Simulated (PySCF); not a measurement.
Isomers of CH9OPSi2, one GFN2-xTB conformer each. Single-point energies are computed at PBE0/pcSseg-1 (PySCF, gas phase, no added dispersion term), electronic only.

**Question.** Rank them by PBE0/pcSseg-1 energy, lowest first (kJ/mol).
A. `[CH3:1][Si@H:2]([PH2:3])[O:4][SiH3:5]` with C1–Si2–P3–H 164° and 71°, C1–Si2–O4–Si5 63°
B. `[CH3:1][O:2][Si@@H:3]([SiH3:4])[PH2:5]` with C1–O2–Si3–Si4 -168°, O2–Si3–P5–H -170° and -77°

**Answer.** A (0.0), B (173.3).

As drawn, the lower has an Si–C bond, which the higher lacks; the higher has an Si–Si bond, which the lower lacks. GFN2-xTB itself gives, in the same order: 0.0, 187.7. Both levels put the same isomer lowest.

**Question.** Which frontier levels, dipoles and rotational constants go with these structures?

**Answer.** 
```csv
SMILES,"HOMO (eV, PBE0/pcSseg-1)",LUMO (eV),dipole (D),"A, B, C (MHz)"
C[Si@H](P)O[SiH3],-7.33,0.09,0.76,"3109, 1419, 1103"
CO[Si@@H]([SiH3])P,-7.26,-0.36,0.37,"2499, 1686, 1100"
```
